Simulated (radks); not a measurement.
The numbers below are computed, except where a source is named.
Problem. Spherical quantum dot in the effective-mass picture: electrons in a parabolic well V = omega^2 r^2 / 2 with omega = 3.45, with a point charge +1 (a donor) at the centre, all in effective atomic units (hartree* = m*/eps^2 hartree, bohr* = eps/m* bohr), one dielectric constant everywhere. Level of theory: non-relativistic Kohn-Sham, r2SCAN, spin-polarised, spherical densities, generalised Kohn-Sham scheme (a radial shooting solver with Libxc functionals). Levels are named by radial order and angular momentum (1s, 1p, 1d, 2s, ...), and open shells are averaged over m. At N = 14 the configuration is 1s2 1p6 1d(up 5, down 0) 2s(up 1, down 0). Does electron 15 go into 1f up or 1d down or 2s down?

Solution. Into 2s down. The total energies of the other choices lie higher by 0.241 hartree* (1d down), 2.68 hartree* (1f up).
